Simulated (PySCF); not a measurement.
H5N2NbOS, SMILES [Nb](=[S])([OH])([NH2])[NH2], multiplicity 1. Geometry: PBE-D3(BJ)/def2-SVP. The spin state was assumed, not searched. The structure was generated by enumeration; whether it is a known compound was not checked. The def2 effective core potentials stand for the cores of Nb; spin–orbit coupling is left out. The values are those of a single conformer.

Computed equilibrium geometry at PBE-D3(BJ)/def2-SVP (PySCF confirms it by a frequency run) as bond lengths and angles, and its point group (one conformer of several):
point group Cs.
Atoms: Nb1 S2 O3 H4 N5 H6 H7 N8 H9 H10. Bond lengths (Å): Nb1–S2 2.171, Nb1–O3 1.912, Nb1–N5 1.979, Nb1–N8 1.979, O3–H4 0.973, N5–H6 1.025, N5–H7 1.027, N8–H9 1.025, N8–H10 1.027. Bond angles (°): S2–Nb1–O3 115.3, S2–Nb1–N5 108.1, S2–Nb1–N8 108.1, O3–Nb1–N5 107.2, O3–Nb1–N8 107.2, N5–Nb1–N8 110.9, Nb1–O3–H4 131.1, Nb1–N5–H6 126.2, Nb1–N5–H7 124.0, H6–N5–H7 109.7, Nb1–N8–H9 126.2, Nb1–N8–H10 124.0, H9–N8–H10 109.7.
Charge 0, spin multiplicity 1.
